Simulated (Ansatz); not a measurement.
Reaction (formal hydrolysis of a W–O bond): `C[O][W](=[NH])(=[NH])[OH]` + H₂O → `[NH]=[W](=[NH])([OH])[OH]` + CH₃OH

Calculated with Ansatz (gas phase, PBE0-D4/def2-TZVP geometries, no zero-point term in ΔE). CCSD(T)/CBS adds triple-zeta CCSD(T) − MP2 to the extrapolated MP2 energy (def2 sets, frozen cores). This one scheme is used for every species. Functionals use def2-TZVPP. B3LYP here is the variant with VWN-RPA as its local correlation; programs differ in this. HSE06 is defined as in plane-wave codes. Elements past krypton have def2 core potentials. For W outer-core shells are correlated without core-valence functions, which leaves a few kJ/mol of doubt a bond. Each species was taken in one conformer, which may not be the lowest.

```tsv
level	ΔE (kJ/mol)
PBE0-D4	7.4
HSE06-D4	7.4
BHLYP-D4	9.5
B2PLYP	7.8
B3LYP	3.9
MP2/def2-SVP	13.3
HF/def2-TZVPP	2.3
HF/def2-QZVPP	2.9
```

What does CCSD(T)/CBS give? (Best estimate.)

Computed: +11.2 kJ/mol. The listed levels differ from it by -3.8, -3.8, -1.7, -3.4, -7.3, 2.1, -8.9, -8.3 kJ/mol.

What do rigid-rotor, harmonic-oscillator terms from PBE0-D4/def2-TZVP frequencies (298.15 K, 1 bar) make of the CCSD(T)/CBS value? (Estimate.)

The calculation gave: ΔZPE = +4.3 kJ/mol, ΔH = +11.9 kJ/mol, ΔS = -4 J/(mol·K), ΔG = +13.2 kJ/mol. Modes under 50 cm⁻¹ make the entropy rough.

Largest T1 diagnostic among the species: 0.020, so the coupled-cluster value is less sure than usual.

In def2-TZVPP, CCSD(T) changes the Hartree–Fock value by +8.7 kJ/mol (the triples alone add +2.2 kJ/mol) and MP2 by +11.7 kJ/mol. The D4 term adds +5.8 kJ/mol with B3LYP and +3.5 kJ/mol with PBE0; it sums over pairs of atoms, weighted by their polarisabilities, and B3LYP, whose exchange is more repulsive, gets the larger term. Leaving LDA and LC-ωPBE aside and taking each functional with its dispersion term where it has one, the values, not all of them listed here, spread over 4.7 kJ/mol, from ωB97X-V to BLYP-D4. LDA lies +4.0 kJ/mol from PBE without D4.
